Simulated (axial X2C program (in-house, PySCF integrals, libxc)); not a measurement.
Ω levels of ErCN from open-shell CI on f12 s1

Computed with an axial X2C code built on PySCF integrals: two-component X2C with atomic mean-field Coulomb and Gaunt terms, basis Er dyall-v3z, C dyall-v3z, N dyall-av3z (cores contracted in-house). Orbitals come from Hartree–Fock averaged over the configuration Er f12 s1; CI then distributes these electrons over the f, s shells of Er.

Er–C–N held linear, bonds 2.518 and 1.160 Å (the second held) (near the minimum of the configuration average).

Lowest levels of this model:

```
   Ω  energy (cm⁻¹)     g∥  μ (D)  configuration
 1/2              0   1.27  -7.35    100% f12 s1
 3/2             37   3.82  -7.36    100% f12 s1
 5/2            119   6.37  -7.36    100% f12 s1
 7/2            262   8.87  -7.36    100% f12 s1
 9/2            483  11.30  -7.36    100% f12 s1
 1/2            515   1.08  -7.35    100% f12 s1
 3/2            569   3.23  -7.36    100% f12 s1
 5/2            692   5.38  -7.36    100% f12 s1
11/2            779  13.66  -7.34    100% f12 s1
 7/2            901   7.57  -7.36    100% f12 s1
13/2           1106  15.99  -7.34    100% f12 s1
 9/2           1187   9.78  -7.34    100% f12 s1
11/2           1482  12.04  -7.34    100% f12 s1
 7/2           6642   8.61  -7.37    100% f12 s1
 9/2           6676  11.00  -7.35    100% f12 s1
 5/2           6688   6.21  -7.35    100% f12 s1
 1/2           6716   1.46  -7.35    100% f12 s1
 3/2           6719   4.03  -7.35    100% f12 s1
 5/2           6824   5.18  -7.37    100% f12 s1
 3/2           6872   3.02  -7.35    100% f12 s1
 1/2           6896   0.93  -7.35    100% f12 s1
 7/2           6906   7.09  -7.35    100% f12 s1
 9/2           7565  10.18  -7.35    100% f12 s1
11/2           7898  12.29  -7.34    100% f12 s1
```

g∥ is the magnitude of 2⟨Lz + ge Sz⟩ for the +Ω component. μ is positive if the N end is positive.

Q: From Ω and g∥ of the lowest level, whose 2⟨Lz + ge Sz⟩ is positive, find ⟨Sz⟩ and ⟨Lz⟩ (ge = 2.0023).

A: Ω = ⟨Lz⟩ + ⟨Sz⟩ = 1/2 and ⟨Lz⟩ + ge⟨Sz⟩ = 0.635, so ⟨Sz⟩ = 0.13 and ⟨Lz⟩ = 0.37.

Occupations of the active spinors in the lowest level by ω, shell by shell in order of energy: -7/2: 0.99; -5/2: 1.00 0.76; -3/2: 0.98 0.44; -1/2: 0.96 0.85 0.44; 1/2: 0.96 0.63 0.56; 3/2: 0.99 0.52; 5/2: 1.00 0.91; 7/2: 1.00. The leading determinant has weight 0.31 among 67.

This point took 5.2 s on 1 thread of Arm Neoverse N1, with other jobs on the host.

There is no dynamic correlation: spin–orbit spacings and, for f shells, spacings inside one term are the most reliable numbers, splittings between terms come out too wide, and energies between configurations are not reliable, so the lowest level need not be the ground state of the molecule. At most 4 roots were kept for each Ω > 0 (twice that for Ω = 0) within 2.2 eV of the lowest, so higher up levels can be missing between those listed; levels with Ω > 0 are doubly degenerate and listed once, Ω = 0 levels singly. The molecule was held linear; bending was not examined.
